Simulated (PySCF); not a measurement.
Calcium: a sound run and one with changed settings

Sound run: Ca [Ar] 4s2, Ca⁺ [Ar] 4s1. Calculation: PySCF 2.14, in 6-31G*; no relativity, point nucleus. The sound run starts from symmetry-adapted Hartree-Fock orbitals and uses a fine grid where one is needed.

Changed run: radial step 0.3 in ln r (0.13 in the sound run). This setting is unsound on purpose.

```
species  method  sound run (hartree)  changed run (hartree)  converged
     Ca     UHF           -676.70792             -676.70792        yes
     Ca    PBE0           -677.33673             -677.33412        yes
     Ca     LDA           -675.67276             -675.67304        yes
    Ca⁺     UHF           -676.51948             -676.51948        yes
    Ca⁺    PBE0           -677.11514             -677.11248        yes
    Ca⁺     LDA           -675.44302             -675.44332        yes
```

Ionisation energy of Ca:

```json
{"method": "UHF", "sound run (eV)": "5.128", "changed run (eV)": "5.128"}
{"method": "PBE0", "sound run (eV)": "6.030", "changed run (eV)": "6.031"}
{"method": "LDA", "sound run (eV)": "6.252", "changed run (eV)": "6.251"}
```

A coarse radial grid mis-integrates the density and the exchange-correlation energy, with errors of either sign; Hartree-Fock needs no grid.

For comparison, NIST gives 6.113 eV between the lowest levels.
